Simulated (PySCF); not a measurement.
These compounds are isomers of formula C₅H₃N₃.

A. `C1(C#C)=NN=NC=C1`
B. 1,1,1-ethanetricarbonitrile
C. SMILES N#CCC(C#N)C#N
D. SMILES C#Cc1cnnnc1
E. `C(#N)c1ccncn1`

Spectrum 1. ¹H NMR (300 MHz, computed): δ 9.26 (s, 2H), 3.54 (s, 1H). ¹³C{¹H} NMR (computed): δ 154.9 (CH), 119.9 (C), 103.0 (CH), 81.9 (C).

Spectrum 2. ¹H NMR (300 MHz, computed): δ 9.75 (s, 1H), 9.25 (d, 1H), 7.71 (d, 1H). ¹³C{¹H} NMR (computed): δ 165.7 (CH), 164.7 (CH), 147.6 (C), 132.9 (CH), 121.7 (C).

Spectrum 3. ¹H NMR (300 MHz, computed): δ 2.14 (s, 3H). ¹³C{¹H} NMR (computed): δ 115.4 (C), 28.1 (CH3), 19.3 (C).

Spectrum 4. ¹H NMR (300 MHz, computed): δ 9.24 (d, J = 6.1 Hz, 1H), 7.39 (d, J = 6.1 Hz, 1H), 3.42 (s, 1H). ¹³C{¹H} NMR (computed): δ 152.4 (CH), 148.7 (C), 127.4 (CH), 98.1 (CH), 85.1 (C).

Spectrum 5. ¹H NMR (300 MHz, computed): δ 3.55 (t, 1H), 2.87 (d, 2H). ¹³C{¹H} NMR (computed): δ 118.8 (C), 116.4 (C), 23.1 (CH2), 19.8 (CH).

All values are calculated (PySCF): GFN2-xTB structure, J: B3LYP/pcJ-1 (spin–dipole term left out of most H,H and C,H couplings), shieldings: GIAO PBE0/pcSseg-1. Non-relativistic Hamiltonian, isolated molecule, one computed conformer, rapidly exchanging positions averaged.

References, each an isolated molecule treated in the same way: TMS for ¹H (σ = 31.72 ppm) and ¹³C (σ = 186.93 ppm). Multiplet labels drop J under 1 Hz and among equivalent protons, and merge close values. Unscaled 3J(H,H) run several per cent high. Where no couplings were computed, multiplicities follow the n + 1 count of equivalent neighbours, and m marks all less simple cases (inequivalent or close neighbours, rings, F or P nearby). Shifts are as computed. Against solution values, carbons near 30 ppm lie about +3 ppm off and those near 130 ppm about +5 ppm. Of 1211 compounds with measured shifts, 218 miss one by over three times the rms of a fit or turn the order of signals round; such compounds aren't used in these exercises.

**Question.** Match each spectrum to its structure.

**Answer.** 1–D, 2–E, 3–B, 4–A, 5–C.

- Spectrum 1 (D): 4 ¹³C signals; δC 154.9 is an aromatic CH next to a ring nitrogen; δC 103.0 is a terminal alkyne carbon.
- Spectrum 2 (E): 5 ¹³C signals; δC 164.7 is an aromatic CH next to a ring nitrogen; δC 132.9 is an aromatic CH.
- Spectrum 3 (B): 3 ¹³C signals; δC 115.4 is a nitrile carbon; δC 28.1 is a methyl carbon.
- Spectrum 4 (A): 5 ¹³C signals; δC 152.4 is an aromatic CH next to a ring nitrogen; δC 127.4 is an aromatic CH.
- Spectrum 5 (C): 4 ¹³C signals; δC 118.8 is a nitrile carbon; δC 116.4 is a nitrile carbon.
